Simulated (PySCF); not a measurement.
Co⁺ (cobalt, charge +1): PBE0 calculation

Configuration: [Ar] 3d8, high-spin 3F determinant. Computed with PySCF 2.14 in aug-cc-pVDZ-DK (7s6p4d2f, 59 functions), with scalar relativity by spin-free X2C-1e.

- Total energy: -1392.722 hartree
- One-electron energy: -1923.402 hartree
- Hartree (Coulomb) energy: 590.410 hartree
- Exchange-correlation energy: -59.731 hartree
- ⟨S²⟩: 2.0023
- ⟨L²⟩: 12.017
- Sum of ⟨r⟩: 17.46 bohr
- Sum of ⟨r²⟩: 20.59 bohr²
- Langevin diamagnetic susceptibility: -16.3 ×10⁻⁶ cm³/mol
- Time after the integrals: 2.1 s of wall time on 1 thread of Intel(R) Xeon(R) Platinum 8488C (shared host)

```json
{"shell": "1s α", "electrons": "1", "mean orbital energy (hartree)": "-280.66472", "spread (hartree)": "0", "rms radius, mean of both spins (bohr)": "0.0648"}
{"shell": "1s β", "electrons": "1", "mean orbital energy (hartree)": "-280.66417", "spread (hartree)": "0", "rms radius, mean of both spins (bohr)": "0.0648"}
{"shell": "2s α", "electrons": "1", "mean orbital energy (hartree)": "-33.74509", "spread (hartree)": "0", "rms radius, mean of both spins (bohr)": "0.277"}
{"shell": "2s β", "electrons": "1", "mean orbital energy (hartree)": "-33.70367", "spread (hartree)": "0", "rms radius, mean of both spins (bohr)": "0.277"}
{"shell": "2p α", "electrons": "3", "mean orbital energy (hartree)": "-28.88591", "spread (hartree)": "0", "rms radius, mean of both spins (bohr)": "0.249"}
{"shell": "2p β", "electrons": "3", "mean orbital energy (hartree)": "-28.85076", "spread (hartree)": "0", "rms radius, mean of both spins (bohr)": "0.249"}
{"shell": "3s α", "electrons": "1", "mean orbital energy (hartree)": "-4.12971", "spread (hartree)": "0", "rms radius, mean of both spins (bohr)": "0.837"}
{"shell": "3s β", "electrons": "1", "mean orbital energy (hartree)": "-4.02578", "spread (hartree)": "0", "rms radius, mean of both spins (bohr)": "0.837"}
{"shell": "3p α", "electrons": "3", "mean orbital energy (hartree)": "-2.73198", "spread (hartree)": "0", "rms radius, mean of both spins (bohr)": "0.898"}
{"shell": "3p β", "electrons": "3", "mean orbital energy (hartree)": "-2.61980", "spread (hartree)": "0", "rms radius, mean of both spins (bohr)": "0.898"}
{"shell": "3d α", "electrons": "5", "mean orbital energy (hartree)": "-0.54641", "spread (hartree)": "0.04260", "rms radius, mean of both spins (bohr)": "1.31"}
{"shell": "3d β", "electrons": "3", "mean orbital energy (hartree)": "-0.48605", "spread (hartree)": "0", "rms radius, mean of both spins (bohr)": "1.31"}
```

Densities and radii are taken from the X2C orbitals without a picture-change correction, which distorts them close to the nucleus.
